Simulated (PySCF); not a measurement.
CuH4O2, SMILES [OH2]->[Cu+]<-[OH2], charge +1, multiplicity 1.

The structure is a stationary point at r2SCAN-D4/def2-TZVP. The spin state was assumed, not searched.

All values below come from TDA-PBE/def2-SVPD (PySCF).

Vertical excitations. Isolated molecule, no solvent. State labels are in the subgroup C2.

Q: List the lowest excited states. (The exact figures need the calculation; the answer reports its results.)

A: 
```csv
state,symmetry,energy (eV),λ (nm),f,main pairs
S1,A,4.33,286,0.000,"HOMO−3→LUMO 80 %, HOMO−1→LUMO 18 %"
S2,B,4.35,285,0.000,"HOMO−4→LUMO 83 %, HOMO−2→LUMO 17 %"
S3,A,4.43,280,0.000,"HOMO−1→LUMO 82 %, HOMO−3→LUMO 18 %"
S4,B,4.43,280,0.000,"HOMO−2→LUMO 82 %, HOMO−4→LUMO 17 %"
S5,A,4.92,252,0.000,HOMO→LUMO 87 %
S6,B,5.53,224,0.004,HOMO→LUMO+1 100 %
S7,B,5.74,216,0.000,HOMO−1→LUMO+1 92 %
S8,A,5.75,216,0.000,HOMO−2→LUMO+1 100 %
S9,B,5.76,215,0.001,HOMO−3→LUMO+1 92 %
S10,A,5.78,215,0.001,HOMO−4→LUMO+1 99 %
T1,A,3.60,344,0,HOMO→LUMO 99 %
T2,A,3.99,311,0,HOMO−1→LUMO 92 %
T3,B,4.00,310,0,HOMO−2→LUMO 96 %
T4,A,4.01,309,0,HOMO−3→LUMO 92 %
```
Triplets are in the Tamm–Dancoff approximation.
